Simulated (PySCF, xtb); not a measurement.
B(Me)(SiH3)2 (CH9BSi2), SMILES B([SiH3])([SiH3])C.

GFN2-xTB (xtb) at its own geometry gives an orbital gap of 2.18 eV and a dipole moment of 1.71 D.

Geometry optimised at ωB97X-D3(BJ)/def2-SVP. This is a generated structure with no PubChem entry under its InChIKey; it may be hypothetical.

Q: What does PBE/def2-TZVP (PySCF) give? (An estimate is asked for; the answer gives what the named calculation found.)

A: gap 3.09 eV (levels -6.32 and -3.23 eV), dipole 1.33 D.
